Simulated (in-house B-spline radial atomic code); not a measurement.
**RPA and G0W0 on Hartree-Fock: Sn38+**

Configuration [Ne] 3s2, mean-field start Hartree-Fock. Computed with a B-spline radial code for spherical atoms: all electrons, non-relativistic, point nucleus, each spin shell either full or empty, empty states to l = 9 with an (l + 1/2)⁻⁴ tail; G0W0 by contour deformation at full frequency.

Without relativity these are model numbers: it shifts the levels of so heavy an element strongly and can reorder them.

Command:
```bash
python run_gw.py task.json out
```
Settings (radii: box in bohr, nucleus in fm):
```
Z                        50
electrons                12
configuration            [Ne] 3s2
hamiltonian              nr
method                   hf
lmax                     9
spin_polarised           False
box_radius               2.56
intervals                46
ion_configuration        [Ne] 3s1
```

Cost of the run: 1.8 s on 1 thread of Arm Neoverse V1, on a shared host.

Energies (hartree):

```
                                     term        value
                         mean-field total  -4770.86152
Hartree-Fock functional on these orbitals  -4770.86152
                      direct second order     -0.96942
                    second-order exchange        0.367
                         SOSEX correction        0.341
```

Problem. What is the RPA correlation energy, and what remains with SOSEX?

Solution. RPA gives -0.90489 hartree (-2.05 eV per electron); RPA + SOSEX gives -0.56389, and the second-order doubles (MP2) -0.60243 hartree. RPA lacks exchange-type terms and so overcorrelates at short range.

Quasi-particle levels (eV):

| level | occupied | mean field | Σx - vxc | Σc | QP weight | G0W0 |
| --- | --- | --- | --- | --- | --- | --- |
| 3s | yes | -2597.45 | 0.00 | ? | ? | ? |
| 2p | yes | -6197.07 | 0.00 | 3.64 | 0.996 | -6193.43 |
| 1s | yes | -30662.25 | 0.00 | 23.09 | 0.994 | -30639.16 |
| 3p | no | -2449.32 | 0.00 | -3.13 | 0.986 | -2452.45 |

G0W0 = mean field + (Σx - vxc) + Σc, with Σc (partial-wave tail included) taken at the quasi-particle energy. Levels of low weight are left out.

Problem. Where does G0W0 put 3s?

Solution. At -2603.34 eV, with Σc = -5.90 eV and a quasi-particle weight of 0.986. The tabulated removal energy is 2687 ± 4 eV (NIST, semi-empirical); the calculation leaves out relativity, Breit and QED terms, and what these don't explain is the method's own error.

Problem. What does it cost to remove one electron (to [Ne] 3s1) by differences of total energies, each species on its own start (correlation terms add to the Hartree-Fock functional)?

Solution. Hartree-Fock functional 2597.26 eV, + RPA 2602.34 eV, + RPA + SOSEX 2600.86 eV, + second order 2601.58 eV. Tabulated: 2687 ± 4 eV (NIST, semi-empirical); the calculation leaves out relativity, Breit and QED terms, and what these don't explain is the method's own error.
